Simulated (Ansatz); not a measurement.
Reaction (formal exchange of groups at the Al–I bond): `[CH3][AlH][I]` + `[SiH3]OCI` → `[CH3][AlH][O][SiH3]` + `ICI`

Computed with Ansatz on PBE0-D4/def2-TZVP structures; ΔE is electronic, products minus reactants. CBS: MP2 limit from def2 TZ/QZ plus the TZ coupled-cluster correction, frozen cores. Functionals use def2-TZVPP. Elements past krypton have def2 core potentials. For I outer-core shells are correlated without core-valence functions, which leaves a few kJ/mol of doubt a bond. One conformer a species, not always the lowest.

`[CH3][AlH][I]`:

```xyz
7

C    -0.150   -0.229   -0.932
Al    0.353    0.127    0.907
I    -1.223    1.338    2.395
H     0.575    0.219   -1.619
H    -1.141    0.156   -1.179
H    -0.142   -1.307   -1.126
H     1.728   -0.305    1.554
```

`[SiH3]OCI`:

```xyz
9

Si    1.277    0.311   -0.374
O    -0.364    0.525   -0.533
C    -1.300    0.000    0.309
I    -1.450   -2.183    0.203
H     1.702   -0.984   -0.954
H     1.885    1.439   -1.113
H     1.633    0.361    1.069
H    -1.091    0.186    1.364
H    -2.292    0.343    0.029
```

`[CH3][AlH][O][SiH3]`:

Cartesian coordinates in Å:
```
C 1.517 1.594 -0.189
Al 0.872 0.102 0.874
O -0.482 -0.767 0.363
Si -1.797 -1.402 -0.339
H 0.740 2.011 -0.835
H 2.339 1.271 -0.838
H 1.912 2.397 0.439
H 1.552 -0.387 2.216
H -1.459 -2.706 -0.972
H -2.329 -0.491 -1.391
H -2.865 -1.624 0.673
```

`ICI`:

```xyz
5

I     0.964    1.620    0.719
C     0.031   -0.049   -0.203
I    -1.236   -1.190    1.061
H     0.816   -0.707   -0.557
H    -0.575    0.326   -1.019
```

```tsv
level	ΔE (kJ/mol)
r2SCAN-D4	-18.9
CCSD/CBS(def2)	-34.1
```

Problem. What does CCSD(T)/CBS give? (Best estimate.)

Solution. Computed: -33.2 kJ/mol. The listed levels differ from it by 14.3, -0.9 kJ/mol.

Largest T1 diagnostic among the species: 0.011.

In def2-TZVPP, CCSD(T) changes the Hartree–Fock value by −10.6 kJ/mol (the triples alone add +0.8 kJ/mol) and MP2 by −15.2 kJ/mol.
